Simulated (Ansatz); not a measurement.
Two isomers of C2H7ClOSi: A = `C[Si](C)(O)Cl`, B = `CC(O)([SiH3])Cl`.

Gas-phase electronic energies from Ansatz, PBE0-D4/def2-TZVP geometries. CCSD(T)/CBS is the MP2 limit (def2-TZVPP, def2-QZVPP) plus CCSD(T) − MP2 in def2-TZVPP, frozen cores. Functionals use def2-TZVPP. B3LYP here is the variant with VWN-RPA as its local correlation; programs differ in this. Each species was taken in one conformer, which may not be the lowest.

Task: Which isomer does CCSD(T)/CBS put lower? Give the gap. (An estimate is asked.)

Result: The calculation gave: A, by 96.5 kcal/mol.

Task: Give E(B) − E(A) in kcal/mol with B3LYP, CCSD(T)/def2-SVP, PBE0-D4, BLYP-D4, r2SCAN-D4, PBE-D4, HF/def2-TZVPP. (Estimate.)

Result: Ansatz gave: B3LYP 94.9, CCSD(T)/def2-SVP 84.0, PBE0-D4 94.5, BLYP-D4 91.0, r2SCAN-D4 96.3, PBE-D4 90.6, HF/def2-TZVPP 99.6. None reverses the order clearly.

Task: Does the order hold for the free energy at 298.15 K (harmonic terms from PBE0-D4)? (An estimate is asked.)

Result: The calculation gave: Yes: G(B) − G(A) = +94.4 kcal/mol, for one conformer each.

Largest T1 diagnostic: 0.011.

From BLYP to BHLYP (50 % exact exchange), in def2-TZVPP and without D4, E(B) − E(A) moves by +6.6 kcal/mol. Leaving LDA and LC-ωPBE aside and taking each functional with its dispersion term where it has one, the values, not all of them listed here, spread over 8.9 kcal/mol, from revPBE-D4 to B97M-V. LDA lies −1.7 kcal/mol from PBE without D4.
